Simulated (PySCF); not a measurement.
C₇H₅ClFN.
Cartesian coordinates in Å at the GFN2-xTB level; atoms count from 1:
```xyz
15
C7H5ClFN angstrom
N      3.0993   -0.1032   -0.4257
C      2.0897    0.6391   -0.3293
C      0.6842    0.2650   -0.1112
C      0.2696   -1.0605    0.0268
C     -1.0550   -1.3891    0.2291
C     -2.0070   -0.3803    0.2989
Cl    -3.6626   -0.7782    0.5491
C     -1.6384    0.9502    0.1679
C     -0.3047    1.2486   -0.0336
F      0.0374    2.5424   -0.1589
H      2.9263   -1.1040   -0.3409
H      2.2743    1.7056   -0.4199
H      1.0027   -1.8522   -0.0266
H     -1.3544   -2.4198    0.3324
H     -2.3658    1.7444    0.2199
```

The calculation used PBE0/pcSseg-1 in PySCF (dipole) on a GFN2-xTB geometry, gas phase.

Masses are those of the commonest isotopes; rigid-rotor values at the optimised geometry. The values belong to one conformer with, in the numbering `[H]/[N:1]=[CH:2]\[c:3]1[cH:4][cH:5][c:6]([Cl:7])[cH:8][c:9]1[F:10]`, N1–C2–C3–C4 0°.

(1) What are A, B and C (MHz)?

(2) Classify the top.

(3) Is it planar, by Δ = Ic − Ia − Ib?

(4) List the rotational levels J(Ka,Kc) to J = 3 (MHz).

(5) Which lines would a microwave search look for?

(6) Estimate the classical rotational partition function at 10 K, 25 K and 298.15 K.

## Answers

(1) Ia = 199.95, Ib = 757.74, Ic = 957.70 u·Å²; 505379 MHz·u·Å²/I gives A = 2527, B = 667.0, C = 527.7 MHz.

(2) An asymmetric top. Ray's parameter κ = (2B − A − C)/(A − C) = -0.861; −1 is the prolate and +1 the oblate limit.

(3) Planar: Δ = Ic − Ia − Ib = 0.00 u·Å². For a rigid frame Δ = −2 Σ m c², so it vanishes when all atoms lie in the ab plane; here none is more than 0.01 Å from it.

(4) Above 0(0,0):
J = 1: 1(0,1) 1195, 1(1,1) 3055, 1(1,0) 3194
J = 2: 2(0,2) 3576, 2(1,2) 5305, 2(1,1) 5723, 2(2,1) 11305, 2(2,0) 11312
J = 3: 3(0,3) 7130, 3(1,3) 8676, 3(1,2) 9511, 3(2,2) 14888, 3(2,1) 14926, 3(3,1) 24544, 3(3,0) 24544
The levels of one J sum to (2J + 1)J(J + 1)(A + B + C)/3.

(5) The dipole components are |μa| = 1.95 D, |μb| = 1.00 D, |μc| = 0.00 D; the mirror of this Cs structure is the ab plane, so μc vanishes by symmetry and there are no c-type lines. The squared components, which scale the intensities, stand as 1.00 : 0.26 (a : b). Some lines, for components of 0.1 D or more:

| type | branch | J(Ka,Kc) | MHz | lower level (cm⁻¹) |
| --- | --- | --- | --- | --- |
| b | R | 5(1,4) ← 4(2,3) | 1177 | 0.656 |
| a | R | 1(0,1) ← 0(0,0) | 1195 | 0.000 |
| b | R | 3(0,3) ← 2(1,2) | 1825 | 0.177 |
| a | Q | 5(1,4) ← 5(1,5) | 2082 | 0.626 |
| a | R | 3(1,3) ← 2(1,2) | 3371 | 0.177 |
| a | R | 3(2,2) ← 2(2,1) | 3584 | 0.377 |
| a | R | 3(2,1) ← 2(2,0) | 3614 | 0.377 |
| b | R | 2(1,2) ← 1(0,1) | 4111 | 0.040 |
| b | R | 5(0,5) ← 4(1,4) | 4502 | 0.439 |
| a | R | 5(2,4) ← 4(2,3) | 5957 | 0.656 |
| b | Q | 3(3,1) ← 3(2,2) | 9655 | 0.497 |
| b | Q | 4(3,2) ← 4(2,3) | 9675 | 0.656 |
| b | R | 5(2,3) ← 4(1,4) | 12712 | 0.439 |
| b | R | 3(3,1) ← 2(2,0) | 13232 | 0.377 |
| b | Q | 5(4,1) ← 5(3,2) | 13484 | 1.179 |
| b | R | 4(3,2) ← 3(2,1) | 14411 | 0.498 |
| b | R | 4(4,0) ← 3(3,1) | 18291 | 0.819 |
| b | R | 5(5,1) ← 4(4,0) | 23346 | 1.429 |

(6) Point group Cs, symmetry number σ = 1; q = (√π/σ)·√((kT/h)³/(ABC)), k/h = 20836.6 MHz/K: 5650 at 10 K, 22300 at 25 K, 920000 at 298.15 K.

Whether it is a minimum is left open (no frequencies). These are rigid-rotor constants of the computed structure; measured ground-state constants (B0) also hold zero-point vibration. Quadrupole hyperfine structure (14N, 35Cl) is left out.
